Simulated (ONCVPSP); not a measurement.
Which change was made? (P, ONCV)

P, optimised norm-conserving Vanderbilt (ONCV), made with ONCVPSP 4.0.1 (BLYP, scalar-relativistic). Core [Ne], reference 3s2 3p2 (charge +1). Waves: 3s: rc 1.60 bohr, ncon 4, nbas 7, qcut 4.6 1/bohr, 2 projectors, debl 2.6 Ha; 3p: rc 1.95 bohr, ncon 4, nbas 7, qcut 4.5 1/bohr, 2 projectors, debl 0.6 Ha; d scattering state at 0.13 Ha: rc 1.55 bohr, ncon 3, nbas 6, qcut 6.7 1/bohr, local. Local part: the d channel. Core correction: Teter function, fcfact 3.75, rcfact 1.3.

Cutoffs, loose and tight: the cutoffs (Ha) at which the residual kinetic energy of the hardest occupied pseudo-wave falls to 1 and 0.1 mHa per electron. They do not see the model core or the augmentation charge, which bear on the density cutoff. Test errors are all-electron minus pseudo excitation energies from the reference, over the configurations 3s2 3p3; 3s2 3p1; 3s2 3p0; 3s1 3p4; variants that change the core or the reference have their own tests.

The base gives: outcome: generated; cutoff, loose: 10 Ha; cutoff, tight: 33 Ha; bound ghosts: none; GHOST(+) flags above zero: s; largest test error (meV): +53.

(1) After one change the result is: outcome: generated; cutoff, loose: 9.3 Ha; cutoff, tight: 20 Ha; bound ghosts: none; GHOST(+) flags above zero: s; largest test error (meV): +41. Which change was it?
A. all radii but the core radius scaled by about 1.15 (s 1.84, p 2.24, d 1.78 bohr)
B. all radii but the core radius scaled by about 0.76 (s 1.22, p 1.48, d 1.18 bohr)
C. all radii but the core radius scaled by about 1.31 (s 2.10, p 2.56, d 2.04 bohr)

Results:

(1) A. The others give: all radii but the core radius scaled by about 1.31 (s 2.10, p 2.56, d 2.04 bohr) → outcome: generated, projector energies reset by the program; cutoff, loose: 8.3 Ha; cutoff, tight: 10 Ha; bound ghosts: none; GHOST(+) flags above zero: s; largest test error (meV): +35 | all radii but the core radius scaled by about 0.76 (s 1.22, p 1.48, d 1.18 bohr) → outcome: generated; cutoff, loose: 64 Ha; cutoff, tight: 84 Ha; bound ghosts: s; GHOST(+) flags above zero: none; largest test error (meV): +59.
